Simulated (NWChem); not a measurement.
GaH3S; SMILES [SH][GaH2]

Problem. Give the equilibrium geometry at PBE0/def2-SVP (NWChem) as a list of bonds and angles, with the point group.

Solution. point group Cs; any orientation.
Bond lengths (Å): Ga1–H2 1.560, Ga1–H3 1.562, Ga1–S4 2.204, S4–H5 1.351. Bond angles (°): H2–Ga1–H3 126.9, H2–Ga1–S4 114.9, H3–Ga1–S4 118.2, Ga1–S4–H5 95.4.
